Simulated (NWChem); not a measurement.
Species: SiH$_{3}$O cation; SMILES [OH+]=[SiH2]

Computed with NWChem. Pople sets run with spherical d functions. The geometry was optimised at B3LYP/6-31G* (spherical d). Core excitations by TDA in a window of 1s orbitals, non-relativistic and unshifted: absolute energies depend strongly on the exact-exchange share.

```tsv
level	first 1s excitation (eV)	dipole oscillator strength of the first	first state with f > 0.002 (eV)	dipole oscillator strength of that state	relative time
Si K edge, B3LYP/6-311G**	1796.2	0.0079	1796.2	0.0079	1
Si K edge, BHandHLYP/cc-pVTZ	1821.9	0.0104	1821.9	0.0104	6
O K edge, B3LYP/def2-TZVP	517.4	0.0155	517.4	0.0155	3
O K edge, BHandHLYP/def2-TZVP	530.5	0.0219	530.5	0.0219	3
```

The last column is a rough cost ratio, cheapest run = 1.
